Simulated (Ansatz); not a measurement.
Basis-set extrapolation for C3H11BSi (`B[SiH](C)CC`) (PBE0-D4/def2-TZVP geometry, frozen core, Ansatz). Multiplicity 1, RHF reference.

```json
{"": "HF", "def2-TZVPP": "-433.668278", "def2-QZVPP": "-433.684190"}
{"": "MP2 correlation", "def2-TZVPP": "-0.760046", "def2-QZVPP": "-0.808556"}
{"": "CCSD(T) correlation", "def2-TZVPP": "-0.862605", "def2-QZVPP": "not run"}
```

Energies in hartree. Use E(X) = E(∞) + A·exp(−7.88·√X) for Hartree–Fock and E(X) = E(∞) + B·X^(−2.97) for correlation, with X = 3 and 4, and add CCSD(T) minus MP2 of the smaller set to the MP2 limit.

Question: What is the CCSD(T) energy at the basis-set limit?

Answer: HF limit: -433.684190 + (-0.015912) × 0.13774 = -433.68638. MP2 limit: -0.808556 + (-0.048510) × 0.74074 = -0.84449. Higher-order term: -0.862605 − (-0.760046) = -0.10256. Total: -434.63343 hartree, 2.79 eV below CCSD(T)/def2-TZVPP.
